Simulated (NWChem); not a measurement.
System: Si3H7F; SMILES F[SiH]([SiH3])[SiH3]

Results from NWChem. Pople sets run with spherical d functions. The geometry was optimised at PBE0/def2-SVP. Level: M05-2X/6-31G* with SMD (1 M gas to 1 M solution), gas-phase geometry. Reactions with the solvent are ignored.

```tsv
solvent	dielectric constant	solvation free energy (kcal/mol)	cavity-dispersion-structure term (kcal/mol)	dipole in solution (D)
water	78.4	(withheld)	(withheld)	1.67
chloroform	4.71	-1.7	-0.4	1.58
dimethyl sulfoxide	46.8	0.2	1.8	1.67
cyclohexanone	15.6	-0.6	1.0	1.65
ethylene glycol	40.2	0.6	2.3	1.67
methanol	32.6	-1.6	0.1	1.66
1,4-dioxane	2.21	0.0	0.9	1.48
```

Problem. Complete the blanks.

Solution. 
- water, solvation free energy (kcal/mol): 2.9
- water, cavity-dispersion-structure term (kcal/mol): 4.6
